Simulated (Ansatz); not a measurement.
Born–Oppenheimer molecular dynamics of C2H7FSiSn (12 atoms, charge 0, multiplicity 1). It starts at the highest image of a converged band. Of that band: A vibrational analysis at the climbing image gives one clearly imaginary mode, 73i cm⁻¹: a first-order saddle point.

Method: Ansatz, RKS PBE/def2-SVP.

```yaml
ensemble: NVE (velocity Verlet)
time_step: 0.5 fs
steps_asked: 200
starting_velocities_drawn_for: 300 K
seed: 6424
```

First frame:

```xyz
12
Properties=species:S:1:pos:R:3
C -1.763 0.873 0.983
C -1.564 -0.228 0.231
Si 0.061 -1.156 0.081
F -0.171 -2.382 -0.999
Sn 1.962 0.357 -0.823
H -0.958 1.331 1.586
H -2.745 1.375 1.037
H -2.413 -0.630 -0.355
H 0.449 -1.789 1.393
H 2.208 1.701 0.242
H 3.462 -0.493 -0.961
H 1.549 0.986 -2.380
```

(1) How far do the bonds stretch over the last three quarters of this one trajectory? (Pairs bonded in most of those frames.)

Results:

(1) 
```csv
bond,mean (Å),spread (Å),shortest,longest
C1–C2,1.350,0.008,1.34,1.36
C1–H6,1.107,0.020,1.08,1.14
C1–H7,1.104,0.013,1.08,1.13
C2–Si3,1.882,0.009,1.87,1.89
C2–H8,1.109,0.016,1.08,1.13
Si3–F4,1.655,0.018,1.62,1.68
Si3–Sn5,2.614,0.075,2.51,2.72
Si3–H9,1.511,0.022,1.48,1.55
Sn5–H10,1.736,0.013,1.71,1.76
Sn5–H11,1.734,0.043,1.66,1.80
Sn5–H12,1.734,0.033,1.68,1.79
```

Mean temperature of the second half: 151 K. The conserved energy stayed within 0.088 meV per atom of its start (net change 0.043 meV per atom), so the integration is sound. The temperature averaged 0.50 of the 300 K drawn at the start: a run that starts near a minimum puts about half its kinetic energy into the potential. A run of 0.1 ps of so small a system gives no equilibrium averages. The orbitals stay closed-shell, which can raise the energy where a bond breaks towards radicals; this wasn't checked here.

Run time: 8.8 min on 2 threads of Arm Neoverse V1 (shared host), peak memory 0.17 GiB.
